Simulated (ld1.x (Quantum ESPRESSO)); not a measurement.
Scattering properties, ultrasoft potential for nitrogen (N)

N (Z = 7), ultrasoft, made with ld1.x (Quantum ESPRESSO) 7.5 (PW91, scalar-relativistic). Core [He], reference 2s1.5 2p3.5. Waves: 2s (bound): rcut 0.90, rcutus 1.10 bohr; 2s channel at -0.95 Ry: rcut 0.90, rcutus 1.10 bohr; 2p (bound): rcut 1.55, rcutus 2.00 bohr; 2p channel at 0.1 Ry: rcut 1.55, rcutus 2.00 bohr; 3d channel at -0.15 Ry: rcut 2.10, rcutus 2.35 bohr; 3d channel at 1.2 Ry: rcut 2.10, rcutus 2.35 bohr. Local part: all-electron potential smoothed inside 1.20 bohr (lloc = -2). Core correction: none. Augmentation charge: PSQ, radius 1.05 bohr.

The phase is arctan(r·u′/u) with u = r·R(r), unwrapped; energies in Ry, scanned from -3 to 5 Ry. A pole is an energy at which the radial function vanishes at the test radius. The pseudo phase is shifted by a multiple of π to meet the all-electron one at the reference energy, and phase errors are pseudo minus all-electron; the curves can meet again beyond the range given. Levels narrower than the energy grid can be missing from the lists of poles.

```json
{"channel": "s", "radius (bohr)": "2.55", "reference energy (Ry)": "-1.39", "poles, all-electron": "-1.17, 4.49", "poles, pseudo": "-1.17, 4.47", "unbroken range about the reference energy with phases within 0.05 rad": "the whole range", "phase error 1 Ry above the reference energy (rad)": "-0.000"}
{"channel": "p", "radius (bohr)": "2.55", "reference energy (Ry)": "-0.54", "poles, all-electron": "-0.26, 4.50", "poles, pseudo": "-0.26, 4.59", "unbroken range about the reference energy with phases within 0.05 rad": "the whole range", "phase error 1 Ry above the reference energy (rad)": "+0.000"}
{"channel": "d", "radius (bohr)": "2.55", "reference energy (Ry)": "-0.15", "poles, all-electron": "3.31", "poles, pseudo": "3.34", "unbroken range about the reference energy with phases within 0.05 rad": "the whole range", "phase error 1 Ry above the reference energy (rad)": "+0.000"}
```

Phases in the d channel:

```json
{"E (Ry)": "-3.00", "all-electron": "1.365", "pseudo": "1.365"}
{"E (Ry)": "-2.52", "all-electron": "1.350", "pseudo": "1.350"}
{"E (Ry)": "-2.04", "all-electron": "1.332", "pseudo": "1.332"}
{"E (Ry)": "-1.56", "all-electron": "1.308", "pseudo": "1.308"}
{"E (Ry)": "-1.08", "all-electron": "1.276", "pseudo": "1.276"}
{"E (Ry)": "-0.60", "all-electron": "1.231", "pseudo": "1.231"}
{"E (Ry)": "-0.12", "all-electron": "1.161", "pseudo": "1.161"}
{"E (Ry)": "0.36", "all-electron": "1.034", "pseudo": "1.034"}
{"E (Ry)": "0.84", "all-electron": "0.745", "pseudo": "0.746"}
{"E (Ry)": "1.32", "all-electron": "-0.061", "pseudo": "-0.061"}
{"E (Ry)": "1.80", "all-electron": "-0.975", "pseudo": "-0.975"}
{"E (Ry)": "2.28", "all-electron": "-1.319", "pseudo": "-1.318"}
{"E (Ry)": "2.76", "all-electron": "-1.470", "pseudo": "-1.468"}
{"E (Ry)": "3.24", "all-electron": "-1.560", "pseudo": "-1.556"}
{"E (Ry)": "3.72", "all-electron": "-1.629", "pseudo": "-1.622"}
{"E (Ry)": "4.20", "all-electron": "-1.695", "pseudo": "-1.682"}
{"E (Ry)": "4.68", "all-electron": "-1.775", "pseudo": "-1.748"}
```
